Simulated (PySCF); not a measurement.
GeO₃, SMILES [O]=[Ge]1[O][O]1.

Geometry optimised at PBE-D3(BJ)/def2-SVP.

Calculation: TDA-B3LYP/def2-SVPD (PySCF).

Vertical excitations. Isolated molecule, no solvent. State labels are in the subgroup C2v.

Computed lowest excited states:
```
state  symmetry  energy (eV)  λ (nm)      f                              main pairs
-----  --------  -----------  ------  -----  --------------------------------------
S1           B1         3.13     396  0.001                        HOMO→LUMO+1 99 %
S2           A2         3.74     331  0.000                         HOMO→LUMO 100 %
S3           B2         4.10     302  0.009                        HOMO−1→LUMO 96 %
S4           A1         4.24     292  0.002  HOMO−1→LUMO+1 86 %, HOMO−3→LUMO+1 13 %
S5           B1         4.52     274  0.018                        HOMO−2→LUMO 99 %
S6           A2         5.11     243  0.000                      HOMO−2→LUMO+1 96 %
S7           B2         5.43     228  0.000                        HOMO→LUMO+2 86 %
S8           A2         5.56     223  0.000                      HOMO−1→LUMO+2 99 %
S9           A1         5.77     215  0.001  HOMO−3→LUMO+1 85 %, HOMO−1→LUMO+1 13 %
S10          B2         5.96     208  0.020                        HOMO−3→LUMO 81 %
T1           B1         1.94     639      0                        HOMO→LUMO+1 98 %
T2           A1         3.32     373      0  HOMO−1→LUMO+1 67 %, HOMO−3→LUMO+1 32 %
T3           B2         3.40     365      0                        HOMO−1→LUMO 98 %
T4           A2         3.42     362      0                          HOMO→LUMO 99 %
```
Triplets are in the Tamm–Dancoff approximation.
